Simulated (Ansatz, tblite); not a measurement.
Cost and result up the ladder for the cluster Li₇H₈⁻ (15 atoms). Charge -1, multiplicity 1. Geometry: PBE0-D4/def2-TZVPD.

```xyz
15

Li    0.0165   -0.3338    0.4908
Li    0.9724    1.9010    1.2944
Li    3.2897    1.2707    0.6068
Li    2.3190   -0.7155   -0.5612
Li   -2.3188    0.7117    0.5675
Li   -3.2962   -1.1351   -0.8059
Li   -0.9706   -1.9320   -1.2490
H    -2.5469   -2.2296   -1.9975
H     1.7067    0.1728    1.0048
H     0.7189   -1.3908   -0.9997
H    -3.8974    0.4224   -0.1797
H     2.5202    2.7568    1.2216
H    -1.6632   -1.0513    0.2857
H    -0.7201    1.4179    0.9601
H     3.8699    0.1347   -0.6388
```

Ansatz on 4 threads of Arm Neoverse V2 on a shared host; xTB runs through tblite on one thread. Times are rough, summed over both states, and most runs start from the orbitals of an earlier one. PBE0-D4/def2-TZVPD serves as the yardstick here, not as an exact answer. The other state is a doublet.

The xTB rows come from tblite. The structure comes from a short search, and lower isomers may exist.

Raw xTB energies of ions are shifted by several eV.

```tsv
level	functions	vertical IE (eV)	difference from PBE0-D4/def2-TZVPD (eV)
GFN2-xTB	36	8.37	4.34
PBE-D4/def2-TZVPD	191	3.52	-0.51
PBE0-D4/def2-TZVPD	191	4.03	0.00
r2SCAN-D4/def2-TZVPD	191	3.60	-0.43
GFN1-xTB	44	10.05	6.02
```

Q: Estimate how long each takes.

A: GFN1-xTB 0.011 s; GFN2-xTB 0.018 s; PBE-D4/def2-TZVPD 5.7 s; PBE0-D4/def2-TZVPD 6.2 s; r2SCAN-D4/def2-TZVPD 10 s. On shared hardware such times vary by a factor of up to 3.
